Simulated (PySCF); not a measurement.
Compound: (OMe)3Si-O-SiH3, C3H12O4Si2.
Cartesian coordinates in Å at the PBE0-D3(BJ)/def2-SVP level; atoms count from 1:
```xyz
21
C3H12O4Si2 angstrom
Si    -0.5023   -0.2427   -0.0085
O     -1.8888    0.4513    0.5107
C     -2.1917    0.7466    1.8479
O     -0.5291   -0.3231   -1.6454
C     -0.7425    0.7654   -2.5028
O     -0.3894   -1.7584    0.6010
C      0.7274   -2.5946    0.4767
O      0.7802    0.6561    0.5048
Si     2.3240    1.1685    0.2028
H     -2.2154   -0.1656    2.4686
H     -3.1853    1.2169    1.8879
H     -1.4583    1.4460    2.2862
H      0.1095    1.4698   -2.4932
H     -1.6550    1.3237   -2.2329
H     -0.8577    0.3882   -3.5298
H      1.6336   -2.1408    0.9184
H      0.9405   -2.8379   -0.5787
H      0.5262   -3.5348    1.0115
H      3.2117    0.7543    1.3284
H      2.3409    2.6559    0.0858
H      2.8346    0.5710   -1.0689
```

The closed-shell ground state was solved at several levels (PySCF, density fitting, gas phase, non-relativistic).

```tsv
level	basis functions	HOMO (eV)	LUMO (eV)	gap (eV)	dipole (D)
PBE0/pcSseg-1	227	-8.17	0.21	8.38	1.46
KT2/pcSseg-1	227	-6.69	-0.87	5.82	1.30
```

(1) Estimate the row for CAM-B3LYP/def2-SVPD, a basis of 296 functions; the other rows only guide the guess.

(2) Over all these levels, which gives the widest orbital gap and which the narrowest?

(3) How far do the dipole and the HOMO energy spread over the levels?

## Answers

(1) HOMO -9.72 eV, LUMO 0.82 eV, gap 10.54 eV, dipole 1.30 D.

(2) CAM-B3LYP/def2-SVPD (range-separated hybrid) has the widest, 10.54 eV, and KT2/pcSseg-1 (GGA) the narrowest, 5.82 eV. Functional and basis both differ between the two, so the spread mixes both effects.

(3) The dipole runs from 1.30 to 1.46 D (mean 1.36 D) and the HOMO from -9.72 to -6.69 eV.

One conformer stands for the species.
